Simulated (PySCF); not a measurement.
[Hf(F)3(OH)], neutral singlet in the gas phase. 

Cartesian coordinates (Å):
```xyz
6

Hf     0.0240     0.0738    -0.0271
F     -0.9952    -1.3426    -0.8369
F      0.9653     1.0322    -1.4041
F      1.3046    -0.6936     1.1862
O     -1.1444     1.2646     0.9190
H     -1.7315     1.8633     1.3962
```
Charge 0, multiplicity 1.

All levels are single points at this geometry (PBE-D3(BJ)/def2-SVP); Pople sets use spherical d functions. Orbital energies aren't observables, and empty levels follow the basis.

B3LYP-D3(BJ)/def2-TZVP in PySCF gives gap (eV) = 8.93.

Problem. Estimate the gap (eV) from each of these levels: PBE-D3(BJ)/def2-TZVP in PySCF; TPSSh-D3(BJ)/def2-TZVP in PySCF; B3LYP/6-311+G** (LANL2DZ on Hf) in PySCF; BP86/6-31G* (LANL2DZ on Hf) in PySCF; SVWN5/6-31G* (LANL2DZ on Hf) in PySCF.

Solution. 
```csv
level,gap (eV)
PBE-D3(BJ)/def2-TZVP in PySCF,7.08
TPSSh-D3(BJ)/def2-TZVP in PySCF,8.37
B3LYP/6-311+G** (LANL2DZ on Hf) in PySCF,9.03
BP86/6-31G* (LANL2DZ on Hf) in PySCF,7.08
SVWN5/6-31G* (LANL2DZ on Hf) in PySCF,7.03
```
